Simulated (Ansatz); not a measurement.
CH$_{4}$AlFO$_{2}$, SMILES `C[O][Al]([OH])[F]`, relaxed with RKS PBE-D4/def2-SVP in Ansatz 0.2.0 from a rough embedded geometry. The force threshold is 0.03 eV/Å; the program also tests the step.

Charge 0, multiplicity 1.

Start:

```xyz
9

C    -0.446    0.323    1.394
O    -0.476    1.080    0.229
Al    0.491    0.260   -1.144
O    -0.338   -0.806   -2.302
F     2.245    0.652   -1.337
H    -0.981    0.756    2.167
H     0.634    0.182    1.721
H    -0.860   -0.688    1.168
H    -0.268   -1.759   -1.896
```

(1) By how much does the energy fall, and how many steps does the optimiser take? (Estimate.)

(2) Which bonds change most? (An estimate is asked.)

(3) Give the relaxed structure. (Best estimate.)

Results:

(1) Computed: 116.03 kJ/mol, in 15 steps, 2 of them rejected.

(2) Ansatz gave: O2–Al3 from 1.869 to 1.694 Å; Al3–F5 from 1.808 to 1.671 Å; C1–H6 from 1.035 to 1.114 Å; Al3–O4 from 1.778 to 1.707 Å.

(3) Ansatz gave: 
```xyz
9

C    -0.414    0.297    1.550
O     0.406    0.654    0.468
Al    0.631    0.127   -1.126
O    -0.311   -1.136   -1.784
F     1.812    0.889   -2.029
H    -1.069    1.150    1.840
H     0.206    0.041    2.438
H    -1.073   -0.575    1.336
H    -0.188   -1.447   -2.694
```
